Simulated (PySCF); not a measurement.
**Correlation energy of Si²⁺ (silicon, charge +2)**

[Ne] 3s2, closed-shell 1S. Computed with PySCF 2.14 in aug-cc-pwCVTZ (8s7p5d3f, 75 functions), with no relativity, point nucleus. Frozen: 1s2; 10 electrons correlated.

```json
{"level": "CCSD", "correlation energy (mhartree)": "-300.76"}
{"level": "(T)", "correlation energy (mhartree)": "-3.11"}
{"level": "CCSD(T)", "correlation energy (mhartree)": "-303.87"}
```

Diagnostics: T1 = 0.0052, D1 = 0.0154, largest double amplitude 0.106.

Cost of the coupled-cluster step: roughly 6 core-seconds, for 10 correlated electrons.
